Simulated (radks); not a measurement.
Initial-state core-level shifts of neutral thulium when its valence configuration changes from [Xe] 4f13 6s2. Method: scalar-relativistic Kohn-Sham, BLYP, spin-unpolarised, spherical densities, point nucleus; computed with a radial shooting solver on a logarithmic mesh with Libxc functionals. Shifts are changes of the shell-averaged eigenvalues in eV (positive: less bound).

valence               1s       2p       4d      5p
4f13 6s1.5 6p0.5  -0.815   -0.807   -0.806  -0.830
4f13 5d1 6s1      +0.240   +0.285   +0.299  +0.347
4f12 6s2 6p1      -9.868  -10.338  -10.523  -6.573
4f12 5d1 6s2      -6.743   -7.146   -7.335  -3.475
4f13 6s0.5 6p1.5  -2.285   -2.261   -2.258  -2.321
4f13 6s1 6p1      -1.572   -1.556   -1.553  -1.598
4f13 6p2          -2.968   -2.936   -2.933  -3.011
4f13.5 6s1.5      +2.889   +3.049   +3.169  +1.917
